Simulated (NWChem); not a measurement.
System: octasulfur (S₈); SMILES S1SSSSSSS1

NWChem printed, in part:

```
             Northwest Computational Chemistry Package (NWChem) 7.3.0
             --------------------------------------------------------

 C1  symmetry detected

                             Geometry "geometry" -> ""
                             -------------------------

 Output coordinates in angstroms (scale by  1.889725989 to convert to a.u.)

  No.       Tag          Charge          X              Y              Z
 ---- ---------------- ---------- -------------- -------------- --------------
    1 S                   16.0000     1.83846019    -1.70231046    -0.08456063
    2 S                   16.0000     1.61566025     0.00278551     1.01151561
    3 S                   16.0000     1.83344559     1.70777510    -0.08463845
    4 S                   16.0000    -0.04801434     2.08657171    -0.93956647
    5 S                   16.0000    -1.40990339     1.71126602     0.54445332
    6 S                   16.0000    -2.38290768    -0.00409417    -0.05226427
    7 S                   16.0000    -1.40486413    -1.71531398     0.54453164
    8 S                   16.0000    -0.04187650    -2.08667972    -0.93947073

 Effective nuclear repulsion energy (a.u.)    1236.8170336062

                                Z-matrix (autoz)
                                --------

 Units are Angstrom for bonds and degrees for angles

[...]

      ----------------------
      Optimization converged
      ----------------------

  Step       Energy      Delta E   Gmax     Grms     Xrms     Xmax
  ---- ---------------- -------- -------- -------- -------- --------
@    7   -3185.51045441 -2.3D-07  0.00002  0.00001  0.00071  0.00167
                                     ok       ok       ok       ok

                                Z-matrix (autoz)
                                --------

 Units are Angstrom for bonds and degrees for angles

[...]

 Rotational Constants
 --------------------
 A=   0.022295 cm-1  (  0.032077 K)
 B=   0.020906 cm-1  (  0.030079 K)
 C=   0.012529 cm-1  (  0.018026 K)

 Temperature                      =   298.15K
 frequency scaling parameter      =   1.0000

 Zero-Point correction to Energy  =    7.199 kcal/mol  (  0.011472 au)
 Thermal correction to Energy     =   14.352 kcal/mol  (  0.022871 au)
 Thermal correction to Enthalpy   =   14.944 kcal/mol  (  0.023814 au)

 Total Entropy                    =  109.124 cal/mol-K
   - Translational                =   42.498 cal/mol-K (mol. weight = 255.7766)
   - Rotational                   =   31.977 cal/mol-K (symmetry #  =        1)
   - Vibrational                  =   34.649 cal/mol-K

 Cv (constant volume heat capacity) =   35.988 cal/mol-K
   - Translational                  =    2.979 cal/mol-K
   - Rotational                     =    2.979 cal/mol-K
   - Vibrational                    =   30.030 cal/mol-K

[normal modes left out]

 ----------------------------------------------------------------------------
 Normal Eigenvalue ||           Projected Infra Red Intensities
  Mode   [cm**-1]  || [atomic units] [(debye/angs)**2] [(KM/mol)] [arbitrary]
 ------ ---------- || -------------- ----------------- ---------- -----------
    1       -0.000 ||    0.000001           0.000         0.001       0.009
    2       -0.000 ||    0.000000           0.000         0.000       0.001
    3        0.000 ||    0.000000           0.000         0.000       0.001
    4        0.000 ||    0.000000           0.000         0.000       0.001
    5        0.000 ||    0.000002           0.000         0.002       0.014
    6        0.000 ||    0.000002           0.000         0.002       0.017
    7       42.137 ||    0.000015           0.000         0.015       0.128
    8       73.114 ||    0.000079           0.002         0.077       0.673
    9      116.785 ||    0.000519           0.012         0.506       4.445
   10      126.935 ||    0.000000           0.000         0.000       0.001
   11      152.019 ||    0.000628           0.014         0.612       5.376
   12      187.716 ||    0.001374           0.032         1.339      11.766
   13      202.366 ||    0.000780           0.018         0.760       6.679
   14      240.711 ||    0.000005           0.000         0.005       0.040
   15      242.390 ||    0.001431           0.033         1.395      12.251
   16      281.269 ||    0.003047           0.070         2.971      26.095
   17      348.911 ||    0.003574           0.082         3.484      30.603
   18      388.274 ||    0.001309           0.030         1.276      11.213
   19      393.055 ||    0.000478           0.011         0.466       4.093
   20      425.720 ||    0.010763           0.248        10.492      92.171
   21      433.629 ||    0.001789           0.041         1.744      15.323
   22      446.622 ||    0.000077           0.002         0.075       0.663
   23      460.813 ||    0.001388           0.032         1.353      11.884
   24      475.416 ||    0.000765           0.018         0.746       6.555
 ----------------------------------------------------------------------------
```

Level: B3LYP/6-31G* (spherical d). 

**Question.** Write an input that gives this output.

**Answer.** One answer among several that fit: the input that was run:
```
start job
memory heap 200 mb stack 900 mb global 1100 mb
geometry units angstroms
  S      1.759193    -1.783774     0.091939
  S      1.527761    -0.049207     1.138883
  S      1.910817     1.622496     0.036771
  S      0.123360     2.067706    -0.973707
  S     -1.368940     1.782642     0.400953
  S     -2.368710     0.100847    -0.245031
  S     -1.521297    -1.640104     0.456388
  S     -0.062196    -2.100876    -0.906192
end
basis spherical
  * library 6-31g*
end
dft
  xc b3lyp
  iterations 150
end
driver
  maxiter 120
end
task dft optimize
task dft freq
```
